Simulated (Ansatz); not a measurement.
C₆H₁₅Al (SMILES C[CH2][Al]([CH2]C)[CH2]C), singlet, geometry from GFN2-xTB (such geometries of metal compounds can be far from the true shape), with bond 19-16 at 2.2 times its length; B3LYP/STO-3G (Ansatz, a quantum-chemistry and plane-wave program).

Input for Ansatz:
Ansatz 0.2 input:
```yaml
crystal:
  periodic: [false, false, false]
  atoms:
    - {symbol: Al, position_ang: [0.23254875, -0.09127216, 0.17781867]}
    - {symbol: C, position_ang: [1.60822037, 0.29411525, -1.23879162]}
    - {symbol: C, position_ang: [1.28366688, 1.38923772, -2.26742086]}
    - {symbol: H, position_ang: [1.87585448, -0.62020127, -1.79032132]}
    - {symbol: H, position_ang: [2.53321401, 0.57609625, -0.70786354]}
    - {symbol: H, position_ang: [1.06813100, 2.33432054, -1.77027088]}
    - {symbol: H, position_ang: [0.41262384, 1.11732709, -2.85999573]}
    - {symbol: H, position_ang: [2.11890541, 1.54863674, -2.95129636]}
    - {symbol: C, position_ang: [-1.76368020, -0.03452995, -0.07842335]}
    - {symbol: C, position_ang: [-2.25206622, 0.36624641, -1.47916509]}
    - {symbol: H, position_ang: [-2.21743853, 0.64744823, 0.65749449]}
    - {symbol: H, position_ang: [-2.18599895, -1.02150165, 0.16760771]}
    - {symbol: H, position_ang: [-1.84026666, -0.30078311, -2.23581630]}
    - {symbol: H, position_ang: [-1.93818296, 1.38058695, -1.72020746]}
    - {symbol: H, position_ang: [-3.34027682, 0.32383459, -1.54743145]}
    - {symbol: C, position_ang: [0.94484373, -0.58959003, 1.99107131]}
    - {symbol: C, position_ang: [-0.08642383, -1.31826703, 2.86693314]}
    - {symbol: H, position_ang: [1.30181723, 0.29398901, 2.54049732]}
    - {symbol: H, position_ang: [2.90382082, -1.99297245, 1.76019933]}
    - {symbol: H, position_ang: [-0.38163133, -2.26093079, 2.40736096]}
    - {symbol: H, position_ang: [-0.98435636, -0.71320404, 2.98806130]}
    - {symbol: H, position_ang: [0.31181976, -1.53486371, 3.85918757]}
basis:
  gaussian:
    orbitals: STO-3G
hamiltonian:
  xc: b3lyp
scf: {lower_state_search: off}
magnetization: {spin_polarized: true}
```

**Question.** Predict the main parts of the log of this Ansatz run.

**Answer.** 
```
Functional definition: B3LYP
these checks for a lower state are left out or cut short: stability, starts, cluster_reference, orbital_swaps, neighbouring_geometries, increment
728 factors; integrals over basis functions are off by at most 7.2e-5 eV
mean field evaluation 1: about -12899.8684 eV, gradient 1.8e1 eV
mean field evaluation 2: about -12890.3506 eV, gradient 2.8e1 eV
mean field evaluation 4: about -12902.9298 eV, gradient 6.4e0 eV
mean field evaluation 8: about -12903.2364 eV, gradient 1.6e-1 eV
mean field evaluation 16: about -12903.1037 eV, gradient 5.5e-4 eV
mean field -12903.10369313 eV, -474.1803146849 hartree, gradient 3.2e-6 eV, S^2 0.000000; 0 other end points of the search recorded, 0 dependent functions left out
reference -12903.10397466 eV, -474.1803250306 hartree; 32, 32 occupied and 22, 22 virtual orbitals, 728 factors
Total energy: -12903.10397466 eV, -474.1803250306 hartree
Checks for a lower state left out: stability, starts, cluster_reference, orbital_swaps, neighbouring_geometries, increment
```
